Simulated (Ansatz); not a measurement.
Consider the isomerisation: `CB([SiH3])CF` → `CB(C)[SiH2]F`.

Gas-phase electronic energies from Ansatz, PBE0-D4/def2-TZVP geometries. CCSD(T)/CBS adds triple-zeta CCSD(T) − MP2 to the extrapolated MP2 energy (def2 sets, frozen cores). DFT in def2-TZVPP. Each species was taken in one conformer, which may not be the lowest.

(1) Is it downhill or uphill in electronic energy at CCSD(T)/CBS, and by how much? (An estimate is asked.)

(2) What do these levels give: PBE-D4, r2SCAN-D4, MP2/def2-TZVPP, HF/def2-QZVPP, MP2/def2-QZVPP, MP2/CBS(def2)? (Best estimate.)

Largest T1 diagnostic among the species: 0.012.

## Answers

(1) Ansatz gave: Downhill: ΔE = -224.2 kJ/mol.

(2) Computed: PBE-D4 -205.5, r2SCAN-D4 -217.4, MP2/def2-TZVPP -231.6, HF/def2-QZVPP -223.8, MP2/def2-QZVPP -235.2, MP2/CBS(def2) -236.5 kJ/mol.

From PBE to PBE0 (25 % exact exchange), in def2-TZVPP and without D4, ΔE moves by −6.1 kJ/mol.
